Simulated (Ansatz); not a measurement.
**Question.** Predict a relaxed structure of diborane 1,2-di F (B2H4F2), charge 0, singlet, at PBE-D4/def2-TZVP (Ansatz).

**Answer.** 
Cartesian coordinates in Å:
```
B 0.6845 -0.5373 -0.2325
B -0.6950 0.5208 0.2387
F 1.7967 0.0143 -0.7627
F -0.6037 1.8553 0.0572
H 0.5859 -1.7216 -0.0640
H -0.4324 -0.1698 -0.8841
H -1.6760 0.0132 0.7086
H 0.3400 0.0251 0.9387
```
Point group C2v (tolerance 0.1 Å). This is one stationary point.

Another isomer (singlet) lies 0.39 eV lower at PBE0-D4/def2-TZVP; other spin states weren't run for this one.
